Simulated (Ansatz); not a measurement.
A nudged elastic band was laid between two geometries of BH5O2SiZn (10 atoms, charge 0, multiplicity 1).

Computed with RKS CAM-B3LYP-D4/def2-SVP (Ansatz).

```json
{"movable images": "5", "climbing image": "yes", "spring": "0.5 eV/Å²", "optimiser": "quadratic models (default)", "start path": "through a guess of the saddle point", "force threshold": "0.03 eV/Å", "iteration limit": "46", "end points": "relaxed"}
```

First end point:

```xyz
10
Properties=species:S:1:pos:R:3
B -0.905 1.068 -0.823
O 0.118 0.243 -0.546
Si 0.531 -0.827 0.677
O -0.755 -1.152 1.653
Zn 2.371 0.466 -2.681
H -1.838 1.172 -0.055
H -0.859 1.707 -1.848
H 0.917 -2.099 0.041
H -1.147 -0.446 2.178
H 1.651 -0.183 1.407
```

Last end point:

```xyz
10
Properties=species:S:1:pos:R:3
B -0.696 0.961 -1.079
O -0.246 0.599 0.138
Si 0.295 -0.847 0.785
O -0.690 -1.316 2.019
Zn 2.059 1.576 -2.487
H -1.010 2.114 -1.255
H -0.814 0.133 -1.957
H 0.230 -1.911 -0.239
H -0.720 -0.781 2.819
H 1.675 -0.580 1.258
```

Q: Which bonds break or form, and what moves?

A: No bond is made or broken. The dihedral H6–B1–O2–Si3 changes from 1 to -179° by way of a nearly straight angle B1–O2–Si3 (up to 174°), not by a turn about the bond.

Q: Give the energies along the band, and the barrier.

A: It did not converge within its limit. The highest image is number 3 of 0 to 6, 5.1 kJ/mol above the first end and 7.5 kJ/mol above the last; the last end lies 2.4 kJ/mol below the first. The band didn't meet its force threshold, so its energies are provisional: the largest band force was still 0.27 eV/Å, and over the last iterations the top stayed at 0.06 eV. Neighbouring images lie up to 3.2 Å apart, so the band is torn or far too coarse.

```csv
image,path coordinate (Å),energy (kJ/mol),angle B1–O2–Si3 (°)
0,0.00,0.0,137
1,3.19,0.1,136
2,6.36,0.7,131
3,9.48,5.1,174
4,10.45,1.5,146
5,11.42,-1.6,135
6,12.38,-2.4,134
```

Time of the run: 16 min on 2 threads of Arm Neoverse V2 (shared host), peak memory 0.35 GiB.
